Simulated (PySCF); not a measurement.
Species: Si(vinyl)3Br, C6H9BrSi.
Bonds: Si1–C2, Si1–C7, Si1–C12, Si1–Br17, C2–C3, C7–C8, C12–C13. Hydrogens: H4 on C2; H5, H6 on C3; H9 on C7; H10, H11 on C8; H14 on C12; H15, H16 on C13.

Lines to be assigned: C 1s: 290.03 (area 3), 290.30 (area 3) eV; Si 1s: 1846.84 eV; Si 2p3/2: 106.93 eV.

Level of theory: delta-SCF UKS SCAN, pcX-2 on the ionised atom, pcseg-1 elsewhere, spin-free X2C in PySCF. The structure is a single PBE0-D3(BJ)/def2-SVP conformer in the gas phase; no vibrational or solvent corrections.

Order the carbon atoms by C 1s binding energy.

290.03 eV: C2/C7/C12 (carbon bonded to C, Si and H); 290.30 eV: C3/C8/C13 (carbon bonded to C and 2 H). Lowest listed C 1s: C2/C7/C12, bonded to C, H and Si. Highest, 0.27 eV above it: C3/C8/C13, bonded to C and 2 H.

Bonded neighbours of each site: Si1: Br and 3 C; C2/C7/C12: C, H and Si; C3/C8/C13: C and 2 H.

Which photon wavelength matches the C 1s of C2/C7/C12 threshold?

λ = hc/E = 12398.42 eV Å / 290.03 eV = 42.749 Å.

Topologically equivalent atoms share the value of their first member; where this conformer doesn't relate them by symmetry, their own values could differ. Spin–orbit coupling isn't in the SCF: each 2p doublet comes from a relaxed spin-free hole plus a matrix of the shell (mean-field spin–orbit coupling and the ground-state 2p splitting), with 2p3/2 averaged over its two sublevels. 2p1/2 minus 2p3/2 (ligand field included): Si 0.63 eV. No level of bromine is listed.
